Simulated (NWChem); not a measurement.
System: C2H9BSi; SMILES CB(C)[SiH3]

Here is an NWChem input.

```
start job
memory heap 200 mb stack 900 mb global 1100 mb
geometry units angstroms noautosym nocenter noautoz
  B     -0.012135    -0.526652     0.022506
  C      1.365464    -1.279471     0.030382
  H      1.332792    -2.306404    -0.390050
  H      1.588800    -1.401812     1.120477
  H      2.229040    -0.723031    -0.385594
  C     -1.367049    -1.316764    -0.034337
  H     -1.646013    -1.299937    -1.118088
  H     -2.218350    -0.839100     0.490687
  H     -1.294560    -2.387789     0.248017
  Si    -0.006354     1.514698     0.034366
  H     -1.285337     2.148571     0.526407
  H      0.205823     2.000362    -1.384456
  H      1.133257     2.084316     0.847059
end
basis spherical
  B library def2-svp
  C library def2-svp
  H library def2-svp
  Si library def2-svp
end
dft
  xc hfexch
  iterations 150
end
property
  efieldgrad
end
task dft property
```

Geometry: optimised at PBE-D3(BJ)/def2-SVP.

Vzz is the largest principal value of the second derivative of the potential at the nucleus (NWChem prints the opposite sign); η is the asymmetry. Non-relativistic.

Atoms are numbered as in the input.

Q: Predict the main results of this run. (Hartree-Fock/def2-SVP.) Quantities: Vzz B1 (a.u.); η B1.

A: 
```json
{
 "Vzz B1 (a.u.)": "0.574",
 "η B1": "0.08"
}
```
